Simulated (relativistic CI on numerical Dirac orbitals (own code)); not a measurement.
Computed by Dirac-Coulomb-Breit CI, separate exchange-only KLI orbitals for each configuration, a model potential for QED, unscaled Slater integrals (own radial code, finite nucleus).

The strongest absorption lines from the ground level of an ion, among the configurations computed and to levels below about 168 eV (vacuum wavelength in nm, gf): 13.459 (0.48), 13.738 (3.5), 14.128 (0.32), 14.226 (0.16), 14.292 (1), 14.302 (1.9), 15.127 (0.24), 26.484 (0.19).

Question: Which ion is it?
A. Ge XVII
B. Se XIX
C. Fe XI
D. Zn XV

Answer: D. Zn XV has 16 electrons and the ground level 3s²3p⁴ ³P2; the strongest line goes to 3s²3p³3d ³D°3. The pattern of lines fixes the number of electrons, and along that sequence the line energies rise steadily with the charge (about as its square where n changes within one kind of shell, about linearly where n is kept but much faster in heavy ions where fine structure, which grows about as Z⁴, sets the gap, and irregularly where shells cross), which fixes Z. Configurations outside the model, such as inner-shell arrays, can give stronger lines. At this charge energies of transitions that change n are usually good to better than 1 %, and those within a shell (Δn = 0) to a few per cent.

LS names give the leading component of a level, which can be under half, so a name can repeat, a term be missing and a line seem to break the LS rules.
